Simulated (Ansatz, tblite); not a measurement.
Cost and result up the ladder for the cluster K₃⁺ (the lowest singlet isomer of a short search) (3 atoms). Total charge 1; singlet. Geometry: PBE/def2-TZVP.

```csv
atom,x (Å),y (Å),z (Å)
K1,-1.964,0.195,-1.599
K2,-0.403,-0.046,2.506
K3,2.367,-0.149,-0.908
```

Ansatz on 4 threads of Intel Xeon 6975P-C on a shared host; xTB runs through tblite on one thread. Times are rough, summed over both states, and most runs start from the orbitals of an earlier one. RPA@PBE/def2-TZVP serves as the yardstick here, not as an exact answer. The other state is a triplet at its own geometry, which has other bonds, so the gap mixes isomer and spin.

The xTB rows come from tblite. LC-ωPBE has ω = 0.4 bohr⁻¹. B3LYP takes the VWN-RPA correlation. Correlated methods freeze 15 core orbitals; core or outer-core shells of K are correlated, in sets that lack core-valence functions. At PBE0/def2-TZVP a singlet of charge 1 lies 0.46 eV below the triplet, each at its own geometry. The structure comes from a short search, and lower isomers may exist.

Run but left out: HF/STO-3G (singlet: restricted singlet, unstable in another Hartree–Fock run and untested here); HF/def2-TZVP, HF/def2-TZVPP (singlet: restricted singlet, unstable towards broken spin symmetry).

Correlated methods converge slowly with the basis.

xTB has no spin-polarisation term.

```csv
level,functions,wall time,triplet − singlet (eV),difference from RPA@PBE/def2-TZVP (eV),remarks
GFN1-xTB,12,0.002 s,2.72,2.27,–
GFN2-xTB,12,0.002 s,1.29,0.84,–
MP2/def2-TZVP,99,0.75 s,0.34,-0.11,restricted SCF unstable (singlet)
revPBE/def2-TZVP,99,1.4 s,0.50,0.05,–
PBE/def2-TZVP,99,1.5 s,0.54,0.09,–
BLYP/def2-TZVP,99,1.7 s,0.52,0.08,–
LC-ωPBE/def2-TZVP,99,1.7 s,0.28,-0.17,–
RPA@PBE/def2-TZVP,99,1.9 s,0.45,0.00,–
B3LYP/def2-TZVP,99,2 s,0.50,0.05,–
CAM-B3LYP/def2-TZVP,99,2 s,0.46,0.02,–
PBE0/def2-TZVP (with forces),99,2.7 s,0.46,0.02,–
r2SCAN/def2-TZVP,99,3 s,0.31,-0.13,–
CCSD(T)/def2-TZVPP,99,3.5 s,0.48,0.04,restricted SCF unstable (singlet)
```
